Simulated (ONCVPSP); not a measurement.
**Potentials for scandium compared**

Generated with ld1.x 7.5 (TM, RRKJ, ultrasoft, PAW), atompaw 4.2 or ONCVPSP 4.0.1. The cutoff is in Ry: for ld1.x and atompaw files where the sum of valence levels is converged to 10 mRy in a Bessel basis, for ONCV files where the hardest occupied wave has 1 mHa per electron of residual kinetic energy. The error is the largest all-electron minus pseudo excitation energy over each file’s own four to seven test configurations (ionisations up to +4, promotions, holes and added fractions of an electron), all of which were solved. The labels leave out finer settings (local radius, basis sizes, second energies), which also bear on the numbers. Spin-polarised tests are not counted. The rows are a selection from randomly drawn settings: files with unsolved tests, undetermined cutoffs or missed reference levels are left out.

A true bound ghost makes a file unfit for plane-wave use even where its test errors are small: the radial tests pick states by their node count and pass the ghost by.

| potential | cutoff (Ry) | largest error (meV) | bound ghosts |
| --- | --- | --- | --- |
| ONCV, PBE, scalar-relativistic, rc 1.90/2.20/2.15 (spd), local smoothed, core correction no, reference 3s2 3p6 3d1 4s1.5 4p0.5, qcut 4.9/5.8/8.8, projectors 2/2/2 | 46 | -321 | none |
| ONCV, PBE, scalar-relativistic, rc 1.90/1.05/2.60 (spd), local smoothed, core correction yes, reference 3s2 3p6 3d1 4s1.5, qcut 8.4/9.2/6.2, projectors 2/3/1 | 65 | -128 | none |
| ONCV, LDA (Perdew-Zunger), scalar-relativistic, rc 1.25/1.35/1.50 (spd), local smoothed, core correction no, reference 3s2 3p6 3d1, qcut 11.3/10.7/10.9, projectors 2/2/2 | 78 | +30 | none |
| ONCV, PBE, scalar-relativistic, rc 2.60/1.80/1.80 (spd), local d, core correction yes, reference 3p6 3d1 4s1 4p1, qcut 2.8/7.5/7.3, projectors 3/2/0 | 46 | +22 | s |

Task: Fill in the row for Sc: ONCV, LDA (Perdew-Zunger), scalar-relativistic, rc 1.35/1.25/2.35 (spd), local smoothed, core correction no, reference 3s2 3p6 3d1, qcut 8.7/5.4/6.9, projectors 3/2/2.

Result: cutoff 55 Ry, largest error +233 meV, bound ghosts: none.

Task: Fill in the row for Sc: ONCV, PBE, scalar-relativistic, rc 1.35/1.15/2.15 (spd), local smoothed, core correction yes, reference 3s2 3p6 3d1, qcut 9.8/5.7/7.6, projectors 2/2/3.

Result: cutoff 69 Ry, largest error +124 meV, bound ghosts: none.

Task: Fill in the row for Sc: ONCV, PBE, non-relativistic, rc 3.30/3.55/2.35 (spd), local smoothed, core correction yes, reference 3d1 4s1.5, qcut 2.1/2.2/7.7, projectors 1/1/2.

Result: cutoff 38 Ry, largest error +427 meV, bound ghosts: none.
